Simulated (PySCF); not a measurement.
# HTaN + 2 HF → TaF₂ + NH₃

Level: PBE0 in the def2-TZVP basis family, computed in PySCF with density fitting; scalar-relativistic core potentials for atoms from Rb on, none lighter, no spin–orbit coupling; open shells unrestricted.

```json
{"species": "HTaN", "state and structure": "doublet, Cs, Ta–H 1.770 Å, Ta–N 1.679 Å; H–Ta–N 97.5°", "ZPE (kJ/mol)": "21.4", "H(298 K) − H(0) (kJ/mol)": "10.4", "S° (J/(mol K))": "266.0"}
{"species": "HF", "state and structure": "singlet, C∞v, H–F 0.920 Å", "ZPE (kJ/mol)": "24.9", "H(298 K) − H(0) (kJ/mol)": "8.7", "S° (J/(mol K))": "173.6"}
{"species": "TaF₂", "state and structure": "quartet, D∞h, Ta–F 1.880 Å (×2)", "ZPE (kJ/mol)": "8.4", "H(298 K) − H(0) (kJ/mol)": "13.8", "S° (J/(mol K))": "297.7"}
{"species": "NH₃", "state and structure": "singlet, C3v, N–H 1.013 Å (×3); H–N–H 107.1° (×3)", "ZPE (kJ/mol)": "90.6", "H(298 K) − H(0) (kJ/mol)": "10.0", "S° (J/(mol K))": "192.4"}
```

Problem. Is the gas-phase reaction uphill or downhill in electronic energy at this level, and by how much?

Solution. At PBE0/def2-TZVP, ΔE = -463.0 kJ/mol, downhill. 

Problem. Add zero-point, thermal and entropy terms for 298.15 K and 1 bar.

Solution. ΔZPE = 27.8 and Δ[H(298) − H(0)] = -4.0 kJ/mol give ΔH° = -439.2 kJ/mol. ΔS° = -123.1 J/(mol K), so ΔG° = -439.2 − 298.15 × (-0.1231) = -402 kJ/mol.

Spin–orbit coupling can matter for HTaN, TaF₂ and is left out. Open d or f shells are single determinants, so the state found may not be the ground state. The structures come from searches over a few start shapes, so lower isomers are not excluded.
